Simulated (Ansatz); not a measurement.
GeBrMe3 (C₃H₉BrGe): single points at one geometry.

```yaml
crystal:
  periodic: [false, false, false]
  atoms:
    - {symbol: Ge, position_ang: [0.001552, 0.001224, 0.376648]}
    - {symbol: Br, position_ang: [0.011904, 0.009304, 2.722465]}
    - {symbol: C, position_ang: [1.866230, 0.005506, -0.184143]}
    - {symbol: H, position_ang: [2.382330, 0.892985, 0.210509]}
    - {symbol: H, position_ang: [1.925513, 0.020265, -1.284415]}
    - {symbol: H, position_ang: [2.379961, -0.893636, 0.186554]}
    - {symbol: C, position_ang: [-0.939576, 1.613413, -0.177099]}
    - {symbol: H, position_ang: [-1.969515, 1.607083, 0.208743]}
    - {symbol: H, position_ang: [-0.972755, 1.667533, -1.277213]}
    - {symbol: H, position_ang: [-0.426085, 2.507283, 0.206334]}
    - {symbol: C, position_ang: [-0.929114, -1.620819, -0.165946]}
    - {symbol: H, position_ang: [-1.961888, -1.614851, 0.212297]}
    - {symbol: H, position_ang: [-0.414446, -2.508134, 0.230889]}
    - {symbol: H, position_ang: [-0.954121, -1.687156, -1.265644]}
basis:
  gaussian: {orbitals: def2-TZVP, initial_orbitals: start.molden}
hamiltonian: {xc: {name: wB97M-V}}
scf: {omitted_lower_state_checks: [starts]}
output: {orbitals: {seedname: orbitals}}
```

The file start.molden holds the orbitals of an earlier run on this structure, at another level or in another basis.

```sh
$ ansatz run in.yaml --threads 4 --pin off --events-out ev --progress --plain --max-ram 4787MiB
```

Output, abridged:

```
Functional definition: wB97M-V
1730 factors; their error is unknown
414 factors; integrals over basis functions are off by at most 2.5e-5 eV
mean field evaluation 1: about -129816.2319 eV, gradient 1.1e1 eV
mean field evaluation 2: about -129816.3227 eV, gradient 1.1e-1 eV
mean field evaluation 4: about -129816.7163 eV, gradient 2.5e-4 eV
mean field -129816.71626480 eV, -4770.6763298009 hartree, gradient 1.5e-5 eV, S^2 0.000000; 0 other end points of the search recorded, 0 dependent functions left out
reference -129816.71631957 eV, -4770.6763318136 hartree; 47, 47 occupied and 196, 196 virtual orbitals, 1730 factors
Total energy: -129816.71631957 eV, -4770.6763318136 hartree
Checks for a lower state left out: starts
```

Hardware: 4 threads of Intel Xeon on a shared host. Wall time 11 s, peak host memory 1.1 GiB.

First input, but with `hamiltonian: {xc: r2scan, dispersion: d4}` (abridged; 4.9 s):

```
Functional definition: r2SCAN
mean field -129823.26265239 eV, -4770.9169051075 hartree, gradient 1.5e-5 eV, S^2 0.000000
Total energy: -129823.34698544 eV, -4770.9200042897 hartree
Checks for a lower state left out: starts
```

First input, but with `hamiltonian: {xc: pbe0, dispersion: d4}` (abridged; 6.5 s):

```
Functional definition: PBE0
mean field -129806.66119213 eV, -4770.3068126958 hartree, gradient 1.9e-5 eV, S^2 0.000000
Total energy: -129806.94452291 eV, -4770.3172249099 hartree
Checks for a lower state left out: starts
```

As the first input, with `hamiltonian: {xc: {name: CAM-B3LYP}, dispersion: d4}` (abridged; 6.5 s):

```
Functional definition: CAM-B3LYP
mean field -129830.60680464 eV, -4771.1867977245 hartree, gradient 2.7e-5 eV, S^2 0.000000
Total energy: -129830.89929506 eV, -4771.1975465491 hartree
Checks for a lower state left out: starts
```

The first input with `gaussian: {orbitals: 6-31G}`, `hamiltonian: {xc: {name: B3LYP}, dispersion: d4}` (abridged; 2.1 s):

```
Functional definition: B3LYP
mean field evaluation 16: about -129806.5923 eV, gradient 6.9e-5 eV
mean field -129806.59227671 eV, -4770.3042801008 hartree, gradient 6.9e-5 eV, S^2 0.000000
Total energy: -129807.11984736 eV, -4770.3236679644 hartree
Checks for a lower state left out: starts
```

The first input with `correlation: {method: mp2}` and without the key `hamiltonian` (abridged; 6.5 s):

```
Functional definition: HF
mean field -129709.85737714 eV, -4766.7493381107 hartree, gradient 7.5e-6 eV, S^2 0.000000
21 core orbitals not correlated: weight in the atoms' cores, before any rotation towards them, 1.000 or more for the frozen orbitals, at most 0.000 for the correlated occupied ones
second order -28.50388870 eV of doubles, -0.00000000 eV of singles
Total energy: -129738.36126583 eV, -4767.7968366996 hartree
Checks for a lower state left out: starts
```

First input, but with `gaussian: {orbitals: def2-SVP, initial_orbitals: start.molden}`, `hamiltonian: {xc: pbe0, dispersion: d4}` (abridged; 4.1 s):

```
Functional definition: PBE0
mean field -129787.48048955 eV, -4769.6019348768 hartree, gradient 3.0e-5 eV, S^2 0.000000
Total energy: -129787.76381711 eV, -4769.6123469729 hartree
Checks for a lower state left out: starts
```

Geometry: r2SCAN-D4/def2-SVP.

The 6-31G sets use Cartesian d functions. B3LYP takes the VWN-RPA correlation. Correlated methods freeze 21 core orbitals; core or outer-core shells of Ge, Br are correlated, in sets that lack core-valence functions.
